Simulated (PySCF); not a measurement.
H12O6Zn, SMILES [OH2]->[Zn+2](<-[OH2])(<-[OH2])(<-[OH2])(<-[OH2])<-[OH2], charge +2.

The structure is a stationary point at r2SCAN-D4/def2-SVP. The isomer is the one that the SMILES or the coordinates give; other isomers of the formula were not compared.

These are r2SCAN/def2-SVP (PySCF) values and carry that method's errors.

Gas-phase values at a fixed geometry.

### Question
Estimate the frontier levels, gap, dipole moment and polarisability. (Estimate from the structure and the level; the computed values follow.)

### Answer

```
Property                                                           Value
------------------------------------------------  ----------------------
highest occupied level                                         -16.38 eV
lowest empty level                                              -8.07 eV
orbital gap                                                      8.31 eV
dipole moment about the centre of nuclear charge                  0.00 D
mean static polarisability                          41.0 bohr³ (6.08 Å³)
polarisability, principal values                  41.0, 41.0, 41.0 bohr³
```
